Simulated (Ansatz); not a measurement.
Bi3S3⁺, 6 atoms. Hardware: 4 threads of Arm Neoverse N1 on a shared host.

In the def2 sets Bi takes a core potential; there is no spin–orbit coupling. Correlated methods freeze 27 core orbitals; core or outer-core shells of Bi are correlated, in sets that lack core-valence functions.

(1) How many basis functions does each of these Ansatz runs have, and roughly what does it cost? MP2/def2-TZVP, charge 1 singlet, energy, from earlier orbitals; PBE0-D4/def2-SVP, charge 1 singlet, energy, from earlier orbitals; PBE0-D4/def2-TZVP, charge 1 singlet, energy, from earlier orbitals; PBE-D4/def2-SVP, charge 1 singlet, relaxation, 6 steps; PBE-QIDH/def2-TZVP, charge 1 singlet, energy, from earlier orbitals; PBE-D4/def2-TZVP, charge 1 singlet, energy and forces, from earlier orbitals; CCSD(T)/def2-SVP, charge 1 singlet, energy, from earlier orbitals; BLYP-D4/def2-TZVP, charge 1 singlet, energy, from earlier orbitals; CAM-B3LYP-D4/def2-TZVP, charge 1 singlet, energy, from earlier orbitals; r2SCAN-D4/def2-TZVP, charge 1 singlet, energy, from earlier orbitals; PBE-D4/def2-SVP, charge 1 singlet, energy, from earlier orbitals.

## Answers

(1) Other jobs shared the machine, so times can vary by a factor of up to 3. A dash marks memory too small to be measured apart from the calling script's.

```tsv
run	functions	fitting or Cholesky vectors	wall time	peak host memory (GiB)
PBE-D4/def2-SVP, charge 1 singlet, energy, from earlier orbitals	132	1443	3.1 s	–
PBE0-D4/def2-SVP, charge 1 singlet, energy, from earlier orbitals	132	1473	5.5 s	–
BLYP-D4/def2-TZVP, charge 1 singlet, energy, from earlier orbitals	261	1863	7.5 s	–
PBE-D4/def2-TZVP, charge 1 singlet, energy and forces, from earlier orbitals	261	1863	9 s	–
PBE-D4/def2-SVP, charge 1 singlet, relaxation, 6 steps	132	1443	16 s	–
r2SCAN-D4/def2-TZVP, charge 1 singlet, energy, from earlier orbitals	261	1863	20 s	0.56
CAM-B3LYP-D4/def2-TZVP, charge 1 singlet, energy, from earlier orbitals	261	2028	20 s	1.2
PBE0-D4/def2-TZVP, charge 1 singlet, energy, from earlier orbitals	261	2028	21 s	1.3
MP2/def2-TZVP, charge 1 singlet, energy, from earlier orbitals	261	2074	22 s	1.1
PBE-QIDH/def2-TZVP, charge 1 singlet, energy, from earlier orbitals	261	2074	28 s	1.1
CCSD(T)/def2-SVP, charge 1 singlet, energy, from earlier orbitals	132	1473	54 s	0.9
```
